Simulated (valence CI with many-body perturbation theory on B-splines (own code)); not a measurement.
# Hyperfine factors and g values of I XXXI

Calculated by configuration interaction combined with many-body perturbation theory (CI+MBPT): five valence electrons over a frozen Dirac-Fock core [Ar], radial functions for each j: 7 s, 7 p, 8 d, 6 f, 4 g, 1 h, with the one-electron correlation potential Σ1, the two-electron term Σ2, the three-electron term Σ3, Breit, model QED; selected CI, second order for the rest, scaled by the run's own slope (own B-spline code, finite nucleus).

No measured spectrum was set against this ion. As an estimate, large intervals hold to a few tenths of a per cent, small ones and those within an open d or f shell to about a per cent. Only levels of the ground parity were solved; by the run's estimate the other parity begins above the list, which can be wrong where configurations are misplaced.

A/g_I is the dipole constant over the nuclear g factor μ/I (μ in nuclear magnetons, uniformly magnetised nucleus), B/Q the quadrupole constant per barn. Both hold the static response of the core; the bare values leave it out. Large factors of s and p1/2 electrons are usually good to 5 to 10 %; those of open d and f shells near neutrality can be off by tens of per cent, and small factors of p3/2, d and f electrons come from cancelling terms and can be off by a factor of two or in sign, in half-filled shells by more. B is blank for J = 1/2, where it vanishes, and for nearly pure S terms. Energies count from the lowest level.

Levels are named by their leading jj configuration (3d3/2^4 stands for four electrons in 3d with j = 3/2), which in mixed levels can hold well under half, so a name can repeat and another be missing. Letters in brackets count levels of one name in rising energy.

```
                      Level  E (cm⁻¹)      g  A/g_I (MHz)  A/g_I bare  B/Q (MHz/b)  B/Q bare
  (3d3/2^4 3d5/2) J=5/2 [a]         0  1.766         3150        4050         5350      5440
  (3d3/2^4 3d5/2) J=5/2 [b]     89228  1.130        10000       10200        15300     15600
(3d3/2^3 3d5/2^2) J=7/2 [a]    142760  1.125        13000       13200        17100     17500
(3d3/2^3 3d5/2^2) J=3/2 [a]    147420  1.309        13800       14200        15200     15500
   (3d3/2^3 3d5/2^2) J=11/2    150470  1.170        15100       15400          142       127
    (3d3/2^3 3d5/2^2) J=9/2    165780  1.157        13800       14000        15900     16200
    (3d3/2^3 3d5/2^2) J=5/2    167590  1.112        12700       12900         5470      5590
    (3d3/2^3 3d5/2^2) J=1/2    177830  1.884        -6190       -5120                       
(3d3/2^3 3d5/2^2) J=7/2 [b]    207840  1.185        14000       14200        -6610     -6740
(3d3/2^2 3d5/2^3) J=5/2 [a]    217100  1.218        10800       11100        -23.6     -22.2
(3d3/2^2 3d5/2^3) J=7/2 [a]    239080  1.175        13000       13200       -11500    -11700
   (3d3/2^2 3d5/2^3) J=11/2    242460  1.041        16000       16100         1220      1250
(3d3/2^3 3d5/2^2) J=3/2 [b]    248080  0.878        25500       25400       -14300    -14600
(3d3/2^2 3d5/2^3) J=1/2 [a]    256170  0.656        33300       32900                       
(3d3/2^2 3d5/2^3) J=9/2 [a]    257600  1.146        13500       13800        -2910     -2980
(3d3/2^2 3d5/2^3) J=3/2 [a]    265980  1.134        13800       14000         2870      2920
   (3d3/2^2 3d5/2^3) J=13/2    266950  1.072        16600       16700        -44.3     -40.5
(3d3/2^2 3d5/2^3) J=5/2 [b]    281600  1.017        16700       16800        -3260     -3310
(3d3/2^2 3d5/2^3) J=9/2 [b]    308100  1.101        15200       15400         1650      1680
(3d3/2^2 3d5/2^3) J=7/2 [b]    320320  0.991        19900       19900         -640      -659
(3d3/2^2 3d5/2^3) J=5/2 [c]    323160  1.050        16700       16800         1820      1850
(3d3/2^2 3d5/2^3) J=3/2 [b]    343510  0.754        25500       25300         1040      1070
  (3d3/2 3d5/2^4) J=5/2 [a]    348650  1.157         9130        9370        -9330     -9510
(3d3/2^2 3d5/2^3) J=7/2 [c]    353060  1.068        17700       17800         5370      5480
(3d3/2^2 3d5/2^3) J=1/2 [b]    362570  1.896        -4650       -3580                       
(3d3/2^2 3d5/2^3) J=9/2 [c]    385630  1.102        15000       15200        11300     11500
  (3d3/2 3d5/2^4) J=7/2 [a]    385830  1.190        12000       12300       -26900    -27500
     (3d3/2 3d5/2^4) J=11/2    395270  1.061        16200       16300        -1420     -1430
  (3d3/2 3d5/2^4) J=3/2 [a]    415770  0.854        18000       17900       -16100    -16400
  (3d3/2 3d5/2^4) J=5/2 [b]    437530  1.110        14600       14800        14000     14200
      (3d3/2 3d5/2^4) J=9/2    455510  1.107        14600       14700       -25800    -26300
            (3d5/2^5) J=5/2    468350  1.102        12700       12900        -9260     -9420
  (3d3/2 3d5/2^4) J=7/2 [b]    482450  0.948        18900       18900        23100     23600
(3d3/2^2 3d5/2^3) J=3/2 [c]    493620  1.213        13800       14100       -13700    -14000
      (3d3/2 3d5/2^4) J=1/2    546740  0.881          207         185                       
(3d3/2^2 3d5/2^3) J=5/2 [d]    587130  1.180        11600       11800       -20100    -20500
  (3d3/2 3d5/2^4) J=3/2 [b]    607820  0.890        25600       25600        25000     25500
```

Take the isotope of mass number 129, with I = 7/2, μ = 2.6165 μN and Q = -0.483 b. What is the hyperfine structure of (3d3/2^4 3d5/2) J=5/2 [b]?

From the table A = 7490 MHz, B = -7390 MHz. Shifts from the centre of gravity in MHz: F = 1: -88200, F = 2: -71100, F = 3: -46300, F = 4: -14600, F = 5: 22600, F = 6: 63700.
